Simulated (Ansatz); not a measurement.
Cost and result for the atomization energy of C2H5BrOSi, SMILES `[SiH3]O/C=C\Br` (10 atoms, 9 bonds).

| atom | x (Å) | y (Å) | z (Å) |
| --- | --- | --- | --- |
| Si1 | 0.692 | 0.194 | -1.683 |
| O2 | -0.148 | 0.490 | -0.285 |
| C3 | -0.369 | -0.398 | 0.698 |
| C4 | -0.753 | -0.065 | 1.923 |
| Br5 | -1.013 | 1.704 | 2.468 |
| H6 | 2.154 | 0.233 | -1.426 |
| H7 | 0.323 | -1.151 | -2.198 |
| H8 | 0.296 | 1.260 | -2.626 |
| H9 | -0.240 | -1.452 | 0.453 |
| H10 | -0.943 | -0.815 | 2.676 |

Total charge 0; spin multiplicity 1. Correlated methods include outer-core shells of Br, which these sets cover unevenly. Scalar relativity is left out up to krypton. The structure was optimised at the PBE0-D4/def2-TZVP level. It is one conformer, not always the lowest. Program: Ansatz. All runs use 4 threads of an Intel Xeon Platinum 8559C on a shared host. Times are those of one run each, without the atoms' runs, and a repeat can differ threefold. Electronic energies, without spin–orbit coupling; frozen cores. CCSD(T)/CBS adds CCSD(T) − MP2 in def2-TZVPP to the MP2 limit, and its time is that of the two runs behind it. T1 = 0.011. With those shells the extrapolation isn't a true limit. B3LYP takes the VWN-RPA correlation (the form of Gaussian; ORCA's B3LYP/G).

CCSD(T)/CBS is a level of theory with its own doubt, some kJ/mol a heavy atom from the limit and from the frozen cores, so smaller differences don't rank the functionals.

| level | functions | wall time | atomization (kJ/mol) | difference from CCSD(T)/CBS | per bond |
| --- | --- | --- | --- | --- | --- |
| PBE-D4/def2-TZVPP (with forces) | 253 | 1.6 s | 3684.6 | 67.7 | 7.5 |
| PBE0-D4/def2-TZVPP | 253 | 2.3 s | 3611.1 | -5.8 | -0.6 |
| r2SCAN-D4/def2-TZVPP (with forces) | 253 | 2.7 s | 3624.5 | 7.6 | 0.8 |
| B3LYP-D4/def2-TZVPP (with forces) | 253 | 3.6 s | 3605.4 | -11.5 | -1.3 |
| B2PLYP/def2-TZVPP | 253 | 4.1 s | 3569.5 | -47.4 | -5.3 |
| ωB97X-V/def2-TZVPP | 253 | 4.9 s | 3617.9 | 1.0 | 0.1 |
| ωB97M-V/def2-TZVPP (with forces) | 253 | 7 s | 3612.9 | -4.0 | -0.4 |
| MP2/def2-QZVPP | 480 | 19 s | 3648.4 | 31.5 | 3.5 |
| CCSD(T)/def2-TZVPP | 253 | 110 s | 3515.6 | -101.3 | -11.3 |
| CCSD(T)/CBS(def2) | – | 2.1 min | 3616.9 | 0.0 | 0.0 |

The D4 term adds +36.3 kJ/mol with B3LYP and +19.1 kJ/mol with PBE0; it sums over pairs of atoms, weighted by their polarisabilities, and B3LYP, whose exchange is more repulsive, gets the larger term. In def2-TZVPP, CCSD(T) changes the Hartree–Fock value by +920.1 kJ/mol (the triples alone add +62.1 kJ/mol) and MP2 by +992.6 kJ/mol; breaking electron pairs costs correlation energy, which Hartree–Fock lacks. From PBE to PBE0 (25 % exact exchange), in def2-TZVPP and without D4, the atomization energy moves by −70.2 kJ/mol: exact exchange takes away binding that semilocal exchange gives to molecules.
